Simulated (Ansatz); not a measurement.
Total energies of Ge₄H₆ from Ansatz at PBE0-D4/def2-TZVP, gas phase (1 Eh = 27.2114 eV = 2625.5 kJ/mol). The reference geometry is relaxed at PBE-D4/def2-SVP.

```xyz
10

Ge    1.459   -0.079    1.146
Ge   -1.566    0.766   -0.640
Ge   -0.795   -1.025    0.861
Ge    0.848    0.685   -1.111
H     1.519    1.066    2.190
H    -2.575    0.431   -1.771
H    -0.538   -2.223   -0.140
H     0.985   -0.637   -1.969
H     2.669   -1.034    1.326
H    -2.006    2.051    0.108
```

```csv
state,geometry,energy (Eh)
charge 0 singlet,reference,-8310.59659
charge 1 doublet,reference,-8310.29433
free Ge atom (triplet),–,-2076.65516
free H atom (doublet),–,-0.50104
```

(1) Work out the vertical ionisation energy to the doublet.

(2) What is the binding energy per atom against free atoms?

(1) E(charge 1 doublet) − E(charge 0 singlet) = -8310.29433 − (-8310.59659) = 0.30226 Eh = 8.22 eV. For comparison, −ε of the highest occupied level is 6.57 eV at this level, 1.65 eV less.

(2) Atoms: 4 × (-2076.65516) + 6 × (-0.50104) = -8309.62688 Eh. Binding: -8309.62688 − (-8310.59659) = 0.96971 Eh = 26.39 eV, or 2.64 eV for each of 10 atoms (no zero-point energy, no counterpoise term).

The restricted singlet is unstable towards broken spin symmetry in Hartree–Fock (as tested in another run); at PBE0-D4/def2-TZVP this wasn't settled. 

The structure comes from a short search, and lower isomers may exist.
